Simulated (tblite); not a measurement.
Parent: `[CH3:1]/[CH:2]=[CH:3]\[SiH2:4][Cl:5]` with C2–C3–Si4–Cl5 -64°, C3H7ClSi.

Structures optimised with GFN2-xTB, isolated species. One conformer each, not checked by frequencies here.

```csv
coordinate of the parent,value
C1–C2,1.489 Å
C2=C3,1.329 Å
C3–Si4,1.881 Å
Si4–Cl5,2.028 Å
C1–C2–C3,125.9°
C2–C3–Si4,127.2°
C3–Si4–Cl5,110.0°
```

Problem. How does the shared frame change in `[H]/[N:1]=[CH:2]\[CH2:3]/[CH:4]=[CH:5]\[SiH2:6][Cl:7]` with N1–C2–C3–C4 117°, C2–C3–C4–C5 102°, C4–C5–Si6–Cl7 -62°, C4H8ClNSi? Atoms pair as C1 = C3, C2 = C4, C3 = C5, Si4 = Si6, Cl5 = Cl7 (parent first).

Solution. 
| parent | relative | value in the relative | change |
| --- | --- | --- | --- |
| C1–C2 | C3–C4 | 1.495 Å | +0.006 |
| C2=C3 | C4=C5 | 1.329 Å | 0.000 |
| C3–Si4 | C5–Si6 | 1.883 Å | +0.002 |
| Si4–Cl5 | Si6–Cl7 | 2.026 Å | -0.002 |
| C1–C2–C3 | C3–C4–C5 | 125.4° | -0.5 |
| C2–C3–Si4 | C4–C5–Si6 | 127.2° | 0.0 |
| C3–Si4–Cl5 | C5–Si6–Cl7 | 110.3° | +0.3 |

Of the parent's bonds, C1–C2 changes most (+0.006 Å). Bonds of the relative outside the shared frame: N1=C2 1.250, C2–C3 1.510 Å. Point group C1 → C1.

Problem. How does the shared frame change in `[N:1]#[C:2][CH2:3]/[CH:4]=[CH:5]\[SiH2:6][Cl:7]` with C2–C3–C4–C5 -107°, C4–C5–Si6–Cl7 180°, C4H6ClNSi? Atoms pair as C1 = C3, C2 = C4, C3 = C5, Si4 = Si6, Cl5 = Cl7 (parent first).

Solution. 
```csv
parent,relative,value in the relative,change
C1–C2,C3–C4,1.502 Å,+0.013
C2=C3,C4=C5,1.326 Å,-0.003
C3–Si4,C5–Si6,1.885 Å,+0.004
Si4–Cl5,Si6–Cl7,2.016 Å,-0.012
C1–C2–C3,C3–C4–C5,124.6°,-1.3
C2–C3–Si4,C4–C5–Si6,126.6°,-0.6
C3–Si4–Cl5,C5–Si6–Cl7,107.1°,-2.9
```

Of the parent's bonds, C1–C2 and Si4–Cl5 change most and about equally (-0.012 to +0.013 Å). Bonds of the relative outside the shared frame: N1≡C2 1.143, C2–C3 1.443 Å. Point group C1 → C1.

Problem. How does the shared frame change in `[O:1]=[CH:2][O:3][CH2:4]/[CH:5]=[CH:6]\[SiH2:7][Cl:8]` with O1–C2–O3–C4 -1°, C2–O3–C4–C5 -76°, O3–C4–C5–C6 107°, C5–C6–Si7–Cl8 -125°, C4H7ClO2Si? Atoms pair as C1 = C4, C2 = C5, C3 = C6, Si4 = Si7, Cl5 = Cl8 (parent first).

Solution. 
```json
{"parent": "C1–C2", "relative": "C4–C5", "value in the relative": "1.498 Å", "change": "+0.009"}
{"parent": "C2=C3", "relative": "C5=C6", "value in the relative": "1.325 Å", "change": "-0.004"}
{"parent": "C3–Si4", "relative": "C6–Si7", "value in the relative": "1.890 Å", "change": "+0.009"}
{"parent": "Si4–Cl5", "relative": "Si7–Cl8", "value in the relative": "2.010 Å", "change": "-0.018"}
{"parent": "C1–C2–C3", "relative": "C4–C5–C6", "value in the relative": "125.3°", "change": "-0.6"}
{"parent": "C2–C3–Si4", "relative": "C5–C6–Si7", "value in the relative": "129.7°", "change": "+2.5"}
{"parent": "C3–Si4–Cl5", "relative": "C6–Si7–Cl8", "value in the relative": "106.3°", "change": "-3.7"}
```

Of the parent's bonds, Si4–Cl5 changes most (-0.018 Å). Bonds of the relative outside the shared frame: O1=C2 1.196, C2–O3 1.317, O3–C4 1.441 Å. Point group C1 → C1.

Problem. How does the shared frame change in `[F:1][CH2:2]/[CH:3]=[CH:4]\[SiH2:5][Cl:6]` with F1–C2–C3–C4 0°, C3–C4–Si5–Cl6 180°, C3H6ClFSi? Atoms pair as C1 = C2, C2 = C3, C3 = C4, Si4 = Si5, Cl5 = Cl6 (parent first).

Solution. 
```
    parent    relative  value in the relative  change
     C1–C2       C2–C3                1.492 Å  +0.003
     C2=C3       C3=C4                1.325 Å  -0.004
    C3–Si4      C4–Si5                1.888 Å  +0.007
   Si4–Cl5     Si5–Cl6                2.031 Å  +0.003
  C1–C2–C3    C2–C3–C4                 126.3°    +0.4
 C2–C3–Si4   C3–C4–Si5                 126.7°    -0.5
C3–Si4–Cl5  C4–Si5–Cl6                 104.6°    -5.4
```

Of the parent's bonds, C3–Si4 changes most (+0.007 Å). Bonds of the relative outside the shared frame: F1–C2 1.373 Å. Point group C1 → Cs.

All values are computed, not measured.
